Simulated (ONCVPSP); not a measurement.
**zirconium, ONCV: configuration errors across variants**

ONCVPSP 4.0.1 input, shortened (lines: element, Z, core and valence counts, functional; n l f; lmax; l rc ep ncon nbas qcut; lloc lpopt rc5 dvloc0; l nproj debl; icmod fcfact rcfact), LDA (Perdew-Zunger), scalar-relativistic:

```
  Zr 40.00    6    4        3      upf
    1    0    2.00
    2    0    2.00
    2    1    6.00
    3    0    2.00
    3    1    6.00
    3    2   10.00
    4    0    2.00
    4    1    6.00
    4    2    2.00
    5    0    2.00
    3
    0    2.35    0.00    4    7    4.20
    1    1.50    0.00    4    7    5.90
    2    2.90    0.00    5   10    5.10
    3    3.00    0.12    5    8    3.70
    4    1    1.00    0.00
    0    2    2.30
    1    3    0.40
    2    2    3.10
    3    1    2.50
    1    0.70    0.00
```

In the p channel the program set the typed energies aside and used -1.194, 0.250, 0.650 Ha.

All-electron excitation energies from the reference (eV): (1) 4s2 4p6 4d2 5s1 7.352; (2) 4s2 4p6 4d2 5s0 20.593; (3) 4s2 4p6 4d1 5s0 43.414; (4) 4s2 4p6 4d2 5s1.5 2.971.

2 further variants failed, have other tests or too few solved ones, and are left out.

Errors AE − PS in meV (a dash: test not solved or not reliable):

| change | (1) | (2) | (3) | (4) | bound ghosts | GHOST(+) flags above zero |
| --- | --- | --- | --- | --- | --- | --- |
| base | -2.5 | -14 | +16 | -0.7 | none | s, p, f |
| f: qcut 4.4 | -2.5 | -14 | +16 | -0.7 | none | s, p, f |
| local potential polynomial inside 1.00 bohr (lpopt 1, dvloc0 7.5 Ha) | -2.6 | -15 | +16 | -0.7 | none | p, f |
| core correction polynomial model core, fcfact 0.76 | -2.5 | -14 | +16 | -0.7 | none | s, p, f |
| d: nproj 3 | -2.3 | -13 | +20 | -0.6 | none | s, p, f |

Problem. Give the same row for: p: qcut 8.4.

Solution. -2.5, -15, +15, -0.7; bound ghosts: none; GHOST(+) flags above zero: s, f.
